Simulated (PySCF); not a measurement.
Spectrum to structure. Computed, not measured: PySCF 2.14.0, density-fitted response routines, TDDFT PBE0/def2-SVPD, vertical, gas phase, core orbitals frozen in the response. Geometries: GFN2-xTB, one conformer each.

```csv
state,E (eV),f,"main configurations (H = HOMO, L = LUMO)"
S1,4.43,0.0060,H→L (97%)
S2,5.12,0.012,"H→L+1 (81%), H→L+2 (11%)"
S3,5.48,0.080,"H→L+2 (48%), H→L+3 (47%)"
S4,5.54,0.141,"H→L+3 (46%), H→L+2 (38%), H→L+1 (14%)"
S5,5.82,0.0017,H→L+4 (96%)
S6,6.09,0.017,"H→L+5 (85%), H→L+6 (10%)"
```

Triplets computed (Tamm–Dancoff): 3.66, 4.32 eV.

Problem. Which structure fits? All have the formula C5H7NO2.
A. `C=CO/C=C\NC=O`
B. `NC(=O)[C@@H]1C=COC1`
C. `[H]/N=C/CC(=O)OC=C`
D. `COc1ccc(N)o1`
E. `COCC1=CON=C1`

Solution. D. Its S1, at 4.43 eV, is the lowest among the candidates; the nearest of the others has S1 at 5.18 eV. S1 is HOMO→LUMO (97%). Löwdin shares by element: HOMO carbon 48% or more, nitrogen 16% (atoms not listed hold the other 37%); LUMO hydrogen 24% or more, oxygen 13% or more, carbon 12% or more (atoms not listed hold the other 51%). At the same level the other candidates give, for their lowest levels:
- `C=CO/C=C\NC=O`: 5.26 eV (f 0.642); 5.42 eV (f 0.001); 5.66 eV (f 0.046); 5.70 eV (f 0.005); 5.95 eV (f 0.022); T1 3.59 eV; HOMO -6.27, LUMO -0.44 eV
- `[H]/N=C/CC(=O)OC=C`: 5.18 eV (f 0.009); 5.69 eV (f 0.007); 6.08 eV (f 0.240); 6.25 eV (f 0.009); 6.65 eV (f 0.157); T1 4.20 eV; HOMO -7.62, LUMO -0.85 eV
- `COCc1cnoc1`: 5.95 eV (f 0.005); 6.30 eV (f 0.014); 6.53 eV (f 0.077); 7.03 eV (f 0.007); 7.19 eV (f 0.020); T1 4.21 eV; HOMO -7.70, LUMO -0.71 eV
- `NC(=O)[C@@H]1C=COC1`: 5.34 eV (f 0.035); 5.76 eV (f 0.002); 6.05 eV (f 0.024); 6.33 eV (f 0.079); 6.48 eV (f 0.028); T1 3.98 eV; HOMO -6.39, LUMO 0.13 eV

The values belong to the conformer `[CH3:1][O:2][c:3]1[cH:4][cH:5][c:6]([NH2:7])[o:8]1`: C1–O2–C3–C4 180°, H–N7–C6–C5 160°, H–N7–C6–C5 31°.
